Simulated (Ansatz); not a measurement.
System: SiNH2F, charge 0, singlet. SiNH2F (SMILES [Si](F)N).
B3LYP-D3(BJ)/def2-TZVP minimum from Ansatz (an electronic-structure program):
```
N
H 1 1.0092
H 1 1.0115 2 112.66
Si 1 1.7083 2 122.31 3 -180.00
F 4 1.6302 1 98.58 2 180.00
```
Charge 0, spin multiplicity 1.

Total energies in hartree (Ansatz). Radicals and triplets start from unrestricted determinants; spin-orbit coupling is neglected. Cores are frozen in correlated methods. No relativity. Where a partner has so few electrons that a lower coupled-cluster level is exact, that level stands in.

```tsv
species	HF/cc-pV(T+d)Z	CCSD(T)/cc-pV(T+d)Z	HF/cc-pV(Q+d)Z	CCSD(T)/cc-pV(Q+d)Z	CCSDT(Q)/cc-pV(T+d)Z
1: SiNH2F (SMILES [Si](N)F)	-444.13255	-444.73777	-444.15027	-444.80021	-444.73929
2: Si (triplet)	-288.85649	-288.93344	-288.85845	-288.93781	-288.93426
3: F (doublet)	-99.40552	-99.62036	-99.41377	-99.65026	-99.62061
4: N (quartet)	-54.40069	-54.51471	-54.40372	-54.52482	-54.51507
5: H (doublet)	-0.49981	-0.49981	-0.49995	-0.49995	-0.49981
```

Question: Work out the atomisation energy (electronic, to ground-state atoms) in kJ/mol: take Hartree-Fock from cc-pV(Q+d)Z, extrapolate the CCSD(T) correlation energy as X^-3 (X = 3, 4), and add CCSDT(Q) - CCSD(T) in cc-pV(T+d)Z. 1 hartree = 2625.5 kJ/mol.

Answer: 
Species 1: correlation (64·(-0.64994) - 27·(-0.60522))/37 = -0.68257; step -0.00152; E1 = -444.15027 + (-0.68257) + (-0.00152) = -444.83436
Species 2: correlation (64·(-0.07936) - 27·(-0.07695))/37 = -0.08112; step -0.00082; E2 = -288.85845 + (-0.08112) + (-0.00082) = -288.94039
Species 3: correlation (64·(-0.23649) - 27·(-0.21484))/37 = -0.25229; step -0.00025; E3 = -99.41377 + (-0.25229) + (-0.00025) = -99.66631
Species 4: correlation (64·(-0.12110) - 27·(-0.11402))/37 = -0.12627; step -0.00036; E4 = -54.40372 + (-0.12627) + (-0.00036) = -54.53035
Species 5: correlation (64·(0.00000) - 27·(0.00000))/37 = 0.00000; step +0.00000; E5 = -0.49995 + (0.00000) + (+0.00000) = -0.49995
-1·E1 +1·E2 +1·E3 +1·E4 +2·E5 = 0.69741 hartree = 1831.0 kJ/mol.
